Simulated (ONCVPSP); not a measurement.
**Sc: excitation energies, all-electron against ONCV**

Sc (Z = 21), optimised norm-conserving Vanderbilt (ONCV), made with ONCVPSP 4.0.1 (PBEsol, scalar-relativistic). Core [Ne], reference 3s2 3p6 3d1 4s1.75 4p0.25. Waves: 3s+4s: rc 1.85 bohr, ncon 4, nbas 8, qcut 8.4 1/bohr, 2 projectors; 3p+4p: rc 2.20 bohr, ncon 3, nbas 6, qcut 7.5 1/bohr, 2 projectors; 3d: rc 1.60 bohr, ncon 3, nbas 8, qcut 9.9 1/bohr, 1 projector. Local part: polynomial inside 1.40 bohr (lpopt 5, dvloc0 0 Ha). Core correction: Teter function, fcfact 3.75, rcfact 1.7.

Energies are relative to the spin-unpolarised reference configuration 3s2 3p6 3d1 4s1.75 4p0.25; without spin polarisation the order of configurations can differ from experiment.

**Question.** Give the all-electron excitation energy and the error of the potential for: 3s2 3p6 3d1 4s2 4p0; 3s2 3p6 3d1 4s1 4p0; 3s2 3p6 3d1 4s0 4p0; 3s2 3p6 3d0 4s2 4p1.

**Answer.**

```tsv
valence configuration	charge	ΔE all-electron (eV)	error AE − PS (meV)
3s2 3p6 3d1 4s2 4p0	0	-0.688	0.0
3s2 3p6 3d1 4s1 4p0	+1	6.216	-0.5
3s2 3p6 3d1 4s0 4p0	+2	18.867	-2.5
3s2 3p6 3d0 4s2 4p1	0	2.801	+22
```
